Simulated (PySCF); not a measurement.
# Electron affinity of Rh by level of theory

Rh- [Kr] 4d8 5s2 [4d3/2^4 4d5/2^4, M_J = 4] → Rh [Kr] 4d8 5s1 [4d3/2^4 4d5/2^4 5s1/2^1, M_J = 9/2], as a difference of total energies. Calculation: PySCF 2.14, in x2c-SVPall-2c with one added diffuse shell each of s, p, d type (7s9p7d1f, 76 functions); the two-component X2C-1e Hamiltonian. Correlated levels: [Ar] 3d10 frozen; the 6 highest virtual spinors dropped. "Screened" scales the spin-orbit matrix elements by Boettger's factors to mimic the two-electron term; Breit and QED terms are absent.

```tsv
method	electron affinity (eV)	error (eV)
GHF (spin-free)	-0.062	-1.205
GMP2 (spin-free)	0.632	-0.511
GHF (screened spin-orbit)	-0.065	-1.208
GMP2 (screened spin-orbit)	0.626	-0.517
```

Reference: 1.143 eV (measured; photodetachment measurements, as compiled on the Wikipedia data page of electron affinities).

The spin-free rows relax to the high-spin LS determinant and lack the spin-orbit shift.

Errors of the correlated levels include the incompleteness of this basis and the frozen core.

The labels give the starting determinants; with spin-orbit coupling the two ends relaxed to ⟨J²⟩ = 20.16, ⟨L²⟩ = 12.05, ⟨S²⟩ = 2.15 and ⟨J²⟩ = 24.76, ⟨L²⟩ = 12.05, ⟨S²⟩ = 3.75.

A negative affinity means that the anion lies above the atom at that level of theory.
